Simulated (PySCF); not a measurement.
Cl⁺: ionisation energy

Cl⁺ [Ne] 3s2 3p4 (3P) → Cl²⁺ [Ne] 3s2 3p3 (4S), as a difference of total energies. Computed with PySCF 2.14 in def2-QZVPPD (10s7p5d2f1g, 79 functions), with no relativity, point nucleus. Correlated levels: valence: [Ne] frozen. The calculations carry no spin-orbit coupling.

```csv
method,ionisation energy (eV)
UHF,22.593
MP2 (valence),23.484
SCS-MP2 (valence),23.592
CCSD (valence),23.605
CCSD(T) (valence),23.642
```

Errors of the correlated levels include the incompleteness of this basis and the frozen core.

Problem. Which method comes closest to the reference value, and which is furthest?

Solution. The reference is 23.771 eV (measured; NIST levels, between the centres of gravity of the two terms). Closest: CCSD(T) (valence) (error -0.129 eV); furthest: UHF (error -1.178 eV).
